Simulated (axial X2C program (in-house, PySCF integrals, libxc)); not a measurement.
Outer orbitals of YSe⁻ at 2.461 Å, HF

Computed with an in-house all-electron X2C program for linear molecules (integrals from PySCF). Spin-free means the one-electron spin-free X2C Hamiltonian; two-component (2c) means X2C with spin–orbit coupling and atomic mean-field two-electron Coulomb and Gaunt terms, so the difference of the two also holds small scalar two-electron terms. Basis: Y dyall-acv3z [12s13p10d6f3g], Se dyall-acv3z [9s10p7d5f1g] (cores contracted in-house); Gaussian nuclei, density fitting, unrestricted open shells. Masses: Y 88.906 u, Se 79.917 u.

The distance is close to the 2c PBE0 minimum; the highest filled and lowest empty levels are listed.

Spin-free orbitals, state M_S = 0, Λ = 0 (closed shell) (Löwdin shares):

```json
{"symmetry": "σα", "occupied": "yes", "ε (eV)": "-32.51", "atomic character": "95% Y p"}
{"symmetry": "π-α", "occupied": "yes", "ε (eV)": "-32.39", "atomic character": "99% Y p"}
{"symmetry": "π+α", "occupied": "yes", "ε (eV)": "-32.39", "atomic character": "99% Y p"}
{"symmetry": "σα", "occupied": "yes", "ε (eV)": "-17.39", "atomic character": "68% Se s, 11% Y d, 10% Y p"}
{"symmetry": "σα", "occupied": "yes", "ε (eV)": "-4.82", "atomic character": "74% Se p, 11% Y d, 7% Y s"}
{"symmetry": "π-α", "occupied": "yes", "ε (eV)": "-3.91", "atomic character": "68% Se p, 16% Y d, 6% Y f"}
{"symmetry": "π+α", "occupied": "yes", "ε (eV)": "-3.91", "atomic character": "68% Se p, 16% Y d, 6% Y f"}
{"symmetry": "σα", "occupied": "yes", "ε (eV)": "-1.59", "atomic character": "62% Y s, 18% Y p, 8% Se p"}
{"symmetry": "π+α", "occupied": "no", "ε (eV)": "1.90", "atomic character": "100% Y p"}
{"symmetry": "π-α", "occupied": "no", "ε (eV)": "1.90", "atomic character": "100% Y p"}
{"symmetry": "σα", "occupied": "no", "ε (eV)": "1.91", "atomic character": "97% Y p"}
{"symmetry": "σα", "occupied": "no", "ε (eV)": "2.42", "atomic character": "96% Y s"}
```

One partner of each degenerate Kramers or spin pair is listed.

Spinors with spin–orbit coupling (state Ω = 0):

| ω | occupied | ε (eV) | atomic character | λ mixture |
| --- | --- | --- | --- | --- |
| 1/2 | yes | -33.44 | 98% Y p | 63% π, 37% σ |
| 1/2 | yes | -31.93 | 96% Y p | 63% σ, 37% π |
| 3/2 | yes | -31.85 | 99% Y p | 100% π |
| 1/2 | yes | -17.39 | 68% Se s, 11% Y d, 10% Y p | 100% σ |
| 1/2 | yes | -4.86 | 74% Se p, 11% Y d, 7% Y s | 96% σ, 4% π |
| 1/2 | yes | -4.01 | 68% Se p, 16% Y d, 6% Y f | 96% π, 4% σ |
| 3/2 | yes | -3.79 | 67% Se p, 17% Y d, 6% Y f | 100% π |
| 1/2 | yes | -1.58 | 62% Y s, 18% Y p, 8% Se p | 100% σ |
| 1/2 | no | 1.90 | 100% Y p | 100% π |
| 3/2 | no | 1.90 | 100% Y p | 100% π |
| 1/2 | no | 1.92 | 97% Y p | 100% σ |
| 1/2 | no | 2.43 | 96% Y s, 2% Y p | 100% σ |

One partner of each degenerate Kramers or spin pair is listed.

Mulliken charges and populations of the two-component result (they depend on the basis, above all on diffuse functions):

Y -0.09 e (s 9.70 p 18.49 d 10.83 f 0.06 g 0.01), Se -0.91 e (s 7.94 p 16.94 d 10.03).

The state is a single determinant with fixed occupations, the lowest that a limited PBE0 search found.
